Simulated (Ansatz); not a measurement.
Born–Oppenheimer molecular dynamics of ClGaH₃N (6 atoms, charge 0, multiplicity 1). It starts at the highest image of a converged band, a first-order saddle point between two minima.

Computed with RKS CAM-B3LYP/def2-SVPD (Ansatz 0.2.0).

* ensemble: NVE (velocity Verlet)
* time step: 0.5 fs
* steps asked: 200
* starting velocities drawn for: 100 K
* seed: 6452

First frame:

```xyz
6
Properties=species:S:1:pos:R:3
Ga -0.446 -0.300 0.598
H 1.032 -0.242 1.262
Cl 2.017 0.399 -0.013
N -1.521 -0.014 -0.821
H -2.515 -0.203 -0.838
H -1.181 0.360 -1.699
```

(1) How far do the bonds stretch over the last three quarters of this one trajectory? (Pairs bonded in most of those frames.)

## Answers

(1) 
```json
{"bond": "Ga1–N4", "mean (Å)": "1.887", "spread (Å)": "0.028", "shortest": "1.83", "longest": "1.93"}
{"bond": "H2–Cl3", "mean (Å)": "1.320", "spread (Å)": "0.089", "shortest": "1.18", "longest": "1.46"}
{"bond": "N4–H5", "mean (Å)": "1.017", "spread (Å)": "0.016", "shortest": "0.99", "longest": "1.04"}
{"bond": "N4–H6", "mean (Å)": "1.017", "spread (Å)": "0.020", "shortest": "0.98", "longest": "1.05"}
```

Pairs bonded in part of these frames only: Ga1–Cl3 17 %.

Mean temperature of the second half: 1213 K. The conserved energy stayed within 0.5 meV per atom of its start (net change 0.27 meV per atom), so the integration is sound. The kinetic energy rose, since the run started high on the potential surface and went downhill. It ends in pieces (ClH + GaH2N), so much of that is their flight and rotation, not heat. A run of 0.1 ps of so small a system gives no equilibrium averages. The orbitals stay closed-shell, which can raise the energy where a bond breaks towards radicals; this wasn't checked here.

Time of the run: 3 min on 4 threads of Intel(R) Xeon(R) 6975P-C (Granite Rapids), with other jobs on the host, peak memory 0.31 GiB.
